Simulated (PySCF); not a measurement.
[TlI2]+ (singlet). All numbers come from PBE0/[Tl def2-TZVP with ECP60, I def2-TZVP with ECP28], scalar-relativistic core potentials, density fitting, no spin–orbit coupling, PySCF.

Harmonic bands of its minimum:

| ω (cm⁻¹) | IR (km/mol, summed over degenerate members) | degeneracy |
| --- | --- | --- |
| 51 | 0.7 | 2 |
| 158 | 0.0 | 1 |
| 249 | 12.8 | 1 |

Problem. The central atom is Tl. Infer the point group and assign the bands.

Solution. D∞h. The modes span πu + σg+ + σu+: 51 πu, 158 σg+, 249 σu+. The computed geometry has Tl–I 2.586 Å (×2); I–Tl–I 180.0°.

Only a few start shapes were tried, so a lower isomer may exist. No spin–orbit coupling is included, which matters more the heavier the element.
